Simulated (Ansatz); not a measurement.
Basis-set extrapolation for C$_{2}$H$_{6}$AlFSi$_{2}$ (`C=[C]1[AlH][SiH2][SiH]1F`) (PBE0-D4/def2-TZVP geometry, frozen core, Ansatz 0.2.0). Multiplicity 1, RHF reference.

```csv
,def2-TZVPP,def2-QZVPP
HF,-998.572198,-998.604670
MP2 correlation,-0.875217,-0.943580
CCSD(T) correlation,-0.969524,not run
```

Energies in hartree. Use E(X) = E(∞) + A·exp(−7.88·√X) for Hartree–Fock and E(X) = E(∞) + B·X^(−2.97) for correlation, with X = 3 and 4, and add CCSD(T) minus MP2 of the smaller set to the MP2 limit.

Question: What is the CCSD(T) energy at the basis-set limit?

Answer: HF limit: -998.604670 + (-0.032472) × 0.13774 = -998.60914. MP2 limit: -0.943580 + (-0.068363) × 0.74074 = -0.99422. Higher-order term: -0.969524 − (-0.875217) = -0.09431. Total: -999.69767 hartree, 409.4 kJ/mol below CCSD(T)/def2-TZVPP.
